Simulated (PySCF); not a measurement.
Job file and geometry (Å, from GFN2-xTB) of an NMR shielding run on `C=N[SiH2]N([SiH3])CC[SiH3]`, C3H14N2Si3, PySCF, GIAO PBE0/pcSseg-1 NMR shielding, non-relativistic, gas phase; density fitting, a coarse starting grid and PySCF grid level 2 are the driver's defaults:

```
$ OMP_NUM_THREADS=1 python probes_run.py task.json out

{"job": {"kind": "nmr", "xc": "PBE0", "basis": "pcSseg-1"}, "charge": 0, "multiplicity": 1}
C      2.717591     1.042578    -1.648822
N      1.899202     1.140279    -0.713037
Si     1.809638     0.458758     0.874032
N      0.478936    -0.656358     0.911285
Si     0.659822    -2.303984     0.410657
C     -0.854236    -0.090839     0.923660
C     -1.361505     0.269802    -0.467180
Si    -3.087326     1.049867    -0.444571
H      3.664600     0.497232    -1.597880
H      2.504933     1.533627    -2.596573
H      2.968577    -0.298271     1.346528
H      1.485029     1.614650     1.704661
H      0.857614    -2.470807    -1.038439
H      1.830370    -2.824569     1.113602
H     -0.570062    -2.984598     0.813596
H     -1.535191    -0.815426     1.381284
H     -0.846855     0.803641     1.553060
H     -0.636850     0.943854    -0.926583
H     -1.371110    -0.638347    -1.074780
H     -3.095469     2.244961     0.402753
H     -4.058840     0.085647     0.080574
H     -3.469277     1.417691    -1.810245
```

Task: Write the output of this run.

Result: 
```
coarse grid: 18936 points
cycle   1  E = -1099.9096409478  dE =  5.916e-01  |g| = 5.633e-01  |ddm| = 4.161e+00
cycle   2  E = -1099.7893120757  dE =  1.203e-01  |g| = 9.163e-01  |ddm| = 1.397e+00
cycle   3  E = -1099.9801455429  dE = -1.908e-01  |g| = 1.141e-01  |ddm| = 9.737e-01
cycle   4  E = -1099.9826715868  dE = -2.526e-03  |g| = 4.647e-02  |ddm| = 1.106e-01
cycle   5  E = -1099.9831396952  dE = -4.681e-04  |g| = 1.384e-02  |ddm| = 4.286e-02
cycle   6  E = -1099.9831769020  dE = -3.721e-05  |g| = 4.987e-03  |ddm| = 1.614e-02
cycle   7  E = -1099.9831823258  dE = -5.424e-06  |g| = 7.182e-04  |ddm| = 4.965e-03
final grid: 166600 points
cycle   8  E = -1100.0251429924  dE = -3.289e-05  |g| = 8.097e-03  |ddm| = 2.836e-02
cycle   9  E = -1100.0251304331  dE =  1.256e-05  |g| = 1.082e-02  |ddm| = 1.822e-02
cycle  10  E = -1100.0251585975  dE = -2.816e-05  |g| = 1.613e-03  |ddm| = 1.108e-02
cycle  11  E = -1100.0251591502  dE = -5.527e-07  |g| = 4.116e-04  |ddm| = 1.354e-03
cycle  12  E = -1100.0251591857  dE = -3.556e-08  |g| = 1.090e-04  |ddm| = 3.756e-04
cycle  13  E = -1100.0251591880  dE = -2.295e-09  |g| = 4.711e-05  |ddm| = 1.382e-04
cycle  14  E = -1100.0251591885  dE = -4.602e-10  |g| = 1.055e-05  |ddm| = 4.922e-05
converged SCF energy = -1100.0251591885

GIAO shielding tensors (ppm)
atom      isotropic    diamagn.    paramagn.     s11        s22        s33       span
  0 C       16.967     251.413    -234.446    -73.373     -5.027    129.303    202.676
  1 N     -162.375     334.593    -496.968   -564.901   -193.414    271.189    836.089
  2 Si     377.437     883.203    -505.766    340.940    373.657    417.714     76.775
  3 N      220.315     330.799    -110.484    172.735    234.242    253.968     81.232
  4 Si     397.551     882.111    -484.560    342.872    374.385    475.396    132.524
  5 C      131.406     246.049    -114.642    108.224    119.753    166.242     58.018
  6 C      169.125     255.585     -86.460    153.162    167.015    187.197     34.035
  7 Si     426.910     879.847    -452.937    400.161    409.438    471.130     70.969
  8 H       23.073      28.672      -5.599     20.866     22.313     26.040      5.173
  9 H       23.164      29.947      -6.783     21.507     23.035     24.952      3.445
 10 H       26.508      30.808      -4.300     22.817     24.929     31.778      8.962
 11 H       26.348      30.992      -4.644     23.674     24.578     30.792      7.118
 12 H       26.940      31.552      -4.612     23.348     25.118     32.354      9.006
 13 H       26.982      30.584      -3.601     23.288     25.251     32.409      9.121
 14 H       27.193      31.061      -3.868     24.122     25.565     31.891      7.769
 15 H       28.485      33.251      -4.766     22.883     29.656     32.916     10.032
 16 H       28.218      33.418      -5.200     22.611     29.595     32.447      9.837
 17 H       29.815      34.617      -4.801     23.790     30.003     35.653     11.863
 18 H       30.793      34.582      -3.789     26.237     31.397     34.746      8.509
 19 H       27.985      28.889      -0.905     24.499     26.468     32.987      8.488
 20 H       28.019      28.808      -0.789     24.452     26.380     33.225      8.773
 21 H       27.871      28.461      -0.590     24.377     25.583     33.655      9.278
```

Size and cost of the density-fitted run: 227 basis functions, 3.8 min wall time (2.9 min CPU) on 1 thread of an Intel Xeon, shared host; peak memory 1 GiB.
